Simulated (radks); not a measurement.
Task: Re4+, 71 electrons, occupied as [Xe] 4f14 5d3 (the NIST ground configuration). Calculated with a radial shooting solver on a logarithmic mesh with Libxc functionals: Dirac Kohn-Sham, PBE, spin-unpolarised, spherical densities, point nucleus; open shells fill j = l - 1/2 first. Some entries of the table are withheld. Estimate them.

orbital,occ.,eigenvalue (eV),<r^2> (bohr^2),<r> (bohr)
1s1/2,2,-71607.80,0.0004477,0.01803
2s1/2,2,-12443.21,0.006816,(1)
2p1/2,2,-11906.68,0.004859,0.06246
2p3/2,4,-10466.82,0.006057,0.07054
3s1/2,2,-2914.697,0.04446,(2)
3p1/2,2,-2675.584,0.04075,(3)
3p3/2,4,-2362.878,0.04730,(4)
3d3/2,4,(5),0.03659,(6)
3d5/2,6,(7),0.03838,(8)
4s1/2,2,-643.3256,0.2192,0.4404
4p1/2,2,-543.6151,0.2256,0.4450
4p3/2,4,-470.6682,0.2604,0.4784
4d3/2,4,-307.1633,0.2821,0.4934
4d5/2,6,-293.6865,0.2951,0.5047
5s1/2,2,-128.8934,1.189,1.030
5p1/2,2,-98.4556,1.419,1.122
4f5/2,6,-87.8731,0.4087,0.5742
5p3/2,4,-87.1043,1.660,1.213
4f7/2,8,-85.3549,0.4214,0.5828
5d3/2,3,(9),2.863,1.580
5d5/2,0,(10),3.002,1.618

Result: 
(1) 2s1/2 <r> (bohr): 0.07557
(2) 3s1/2 <r> (bohr): 0.1969
(3) 3p1/2 <r> (bohr): 0.1870
(4) 3p3/2 <r> (bohr): 0.2019
(5) 3d3/2 eigenvalue (eV): -1962.037
(6) 3d3/2 <r> (bohr): 0.1765
(7) 3d5/2 eigenvalue (eV): -1894.169
(8) 3d5/2 <r> (bohr): 0.1811
(9) 5d3/2 eigenvalue (eV): -46.3030
(10) 5d5/2 eigenvalue (eV): -45.0715
